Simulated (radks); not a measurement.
Results of a calculation; reference values are marked as such.
Spin polarisation of the 4d7 shell in the rhodium ion Rh2+. Start: [Kr] 4d(up 3.5, down 3.5); electrons of 4d are moved from spin down to spin up, other shells keep equal spins. Code: a radial shooting solver on a logarithmic mesh with Libxc functionals. Model: scalar-relativistic Kohn-Sham, SCAN, spin-polarised, spherical densities, finite nucleus; meta-GGA in the generalised Kohn-Sham scheme; Fermi nuclear charge, rms radius of each element as measured or else 0.836 A^(1/3) + 0.57 fm.

| moment (Bohr magnetons) | E - E(0) (eV) | e(4d up) (eV) | e(4d down) (eV) | 4p down minus up (eV) | 4s down minus up (eV) |
|---|---|---|---|---|---|
| 0 | 0.000 | -25.794 | -25.794 | 0.000 | 0.000 |
| 0.75 | -0.133 | -26.136 | -25.426 | 0.735 | 0.696 |
| 1.5 | -0.538 | -26.452 | -25.029 | 1.471 | 1.392 |
| 2.25 | -1.203 | -26.743 | -24.601 | 2.207 | 2.088 |
| 3 | -2.129 | -27.010 | -24.139 | 2.946 | 2.784 |

At moment 3 the spin-polarisation energy is -2.129 eV and the 4d exchange splitting 2.870 eV, that is 0.957 eV per Bohr magneton; E = -I m^2/4 would give I = 0.946 eV.
